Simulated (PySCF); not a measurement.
## Structure elucidation problem

Molecular formula: C6H10F3P. Simulated spectra:

¹H NMR (400 MHz, computed): δ 2.00 (m, 4H), 1.77 (m, 4H), 1.47 (m, 2H).

¹³C{¹H} NMR (computed): δ 142.0 (C), 31.5 (CH2), 27.2 (CH2), 25.3 (CH2).

PySCF calculation with geometry: GFN2-xTB and GIAO PBE0/pcSseg-1 shieldings; averaged over atoms made equivalent by symmetry, fast rotation or ring inversion, no relativistic terms, gas phase, one computed conformer.

Shifts are taken against calculated references (same method and geometry level): ¹H, ¹³C against TMS.

Question: Propose a structure and justify it.

Answer: 
1. 4 carbon signals for 6 carbons: some carbons are equivalent by symmetry or fast rotation.
2. Carbon types of the structure: 1 × C, 5 × CH2, which accounts for all hydrogens.
3. δC 142.0: CF3 carbon; 3 electronegative neighbours deshield it.
4. δC 31.5, 27.2: sp3 CH2 in a ring; saturated and bonded to C and H only.
5. δC 25.3: sp3 CH2 bonded to P.
6. δH 2.00: hydrogen on an sp3 CH2 bonded to P.
7. δH 1.77, 1.47: hydrogen on an sp3 CH2 in a ring.

These data were computed for `FC(F)(F)P1CCCCC1`.

This is the structure that produced the data.

Splittings by ¹⁹F and ³¹P in the carbon and heteronuclear signals aren't shown, as no couplings were computed. Shifts are as computed. Against solution values, carbons near 30 ppm lie about +3 ppm off and those near 130 ppm about +5 ppm. Of 1211 compounds with measured shifts, 218 miss one by over three times the rms of a fit or turn the order of signals round; such compounds aren't used in these exercises. No couplings were computed; multiplicities are counted from neighbouring protons, with m where these are inequivalent, close in shift, in a saturated or five-membered ring or joined by F or P, and br s for small geminal =CH2 splittings.
